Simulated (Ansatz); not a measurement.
Molecule: CuF2, charge -1, multiplicity 1. SMILES: [F][Cu-][F]
Geometry: optimised at B3LYP-D3(BJ)/def2-TZVP (Ansatz, a first-principles code).

Parts of the frozen-core correlation energy in STO-3G (Ansatz, hartree). Frozen orbitals: 11; correlated occupied orbitals by spin: 13 and 13; virtual: 4 and 4. Spin-orbit coupling is left out. No relativistic terms. The restricted reference is unstable. The program attaches cautions to this run: above unrestricted, lower state, other roots.

```tsv
term	value
reference (HF)	-1816.13534
MP2 opposite-spin	(withheld)
MP2 same-spin	(withheld)
CCSD correlation	(withheld)
(T)	-0.03745
T1 diagnostic	0.029
largest doubles amplitude	0.544
```

What belongs in the gaps?


- MP2 opposite-spin, value: -0.09070
- MP2 same-spin, value: -0.03196
- CCSD correlation, value: -0.17554
